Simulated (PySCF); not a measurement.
# Where the electron goes

C₃H₁₄NOPSi₂.
Z-matrix (Å and degrees, PBE0-D3(BJ)/def2-SVP geometry), rows numbered from 1:
```
C 
C   1  1.5223
P   2  1.8181  1  111.01
C   3  1.8077  2  106.61  1   179.60
O   3  1.5011  2  113.66  1   -53.43
N   3  1.6938  2  107.16  1    65.03
Si  6  1.7815  3  111.37  2  -120.86
Si  6  1.7544  3  127.51  2    55.83
H   1  1.0995  2  110.17  3    54.99
H   1  1.0996  2  111.18  3   175.44
H   1  1.1007  2  111.12  3   -64.25
H   2  1.1031  1  111.04  3  -117.64
H   2  1.1032  1  112.18  3   122.70
H   4  1.0995  3  112.05  2   -58.62
H   4  1.0996  3  109.12  2    62.80
H   4  1.0994  3  107.67  2  -179.37
H   7  1.4867  6  113.15  3   -65.43
H   7  1.5010  6  101.96  3   178.74
H   7  1.4871  6  113.04  3    63.16
H   8  1.4923  6  111.31  3   123.99
H   8  1.4935  6  111.60  3  -114.15
H   8  1.4952  6  107.47  3     4.80
```

Computed with TDDFT CAM-B3LYP/def2-SVPD, vertical, gas phase, core orbitals frozen in the response (PySCF).

Kohn–Sham orbitals with the atoms that hold most of them (Löwdin shares over 4%, at most four atoms; ? is withheld):

```json
{"orbital": "LUMO+2", "ε (eV)": "1.54", "atoms": "C4 13%, C1 11%, Si8 10%, H14 7%"}
{"orbital": "LUMO+1", "ε (eV)": "1.08", "atoms": "Si8 36%, H22 12%, H21 10%, H20 10%"}
{"orbital": "LUMO", "ε (eV)": "0.81", "atoms": "?"}
{"orbital": "HOMO", "ε (eV)": "-8.97", "atoms": "?"}
{"orbital": "HOMO-1", "ε (eV)": "-9.41", "atoms": "O5 46%, N6 23%, P3 8%, Si8 5%"}
{"orbital": "HOMO-2", "ε (eV)": "-9.51", "atoms": "O5 67%, P3 10%, N6 7%"}
{"orbital": "HOMO-3", "ε (eV)": "-10.67", "atoms": "Si7 32%, H18 28%, N6 8%, H17 8%"}
```

(1) Which atoms hold the LUMO, and with what shares?

(2) Give the leading atoms of the HOMO.

(3) How does S1 compare with the orbital gap of 9.79 eV?

## Answers

(1) Si8 (bonded to N and 3 H) 20%; Si7 (bonded to N and 3 H) 11%; C4 (bonded to P and 3 H) 9%; C2 (bonded to C, P and 2 H) 6%. By element: silicon 31%, carbon 15% or more.

(2) N6 (bonded to P and 2 Si) 25%; O5 (bonded to P) 19%; C2 (bonded to C, P and 2 H) 10%; P3 (bonded to 2 C, N and O) 9%.

(3) S1 is at 6.80 eV (f = 0.0012), 2.98 eV below the gap, made of HOMO→LUMO (55%), HOMO→LUMO+1 (17%), HOMO-1→LUMO (12%). 

Next come S2 at 7.38 eV (f 0.0003), HOMO→LUMO (35%), HOMO-1→LUMO (20%), HOMO→LUMO+1 (17%); S3 at 7.58 eV (f 0.059), HOMO-1→LUMO (42%), HOMO→LUMO+1 (41%); S4 at 7.64 eV (f 0.0023), HOMO→LUMO+3 (26%), HOMO→LUMO+4 (25%), HOMO→LUMO+5 (10%); S5 at 7.71 eV (f 0.045), HOMO-2→LUMO (77%).

The run took 13 min wall on one thread of an Arm Neoverse V2, no GPU, shared host with 96 logical CPUs at a one-minute load of 44, and the process peaked at 1.6 GiB of memory.

One conformer stands for the species.
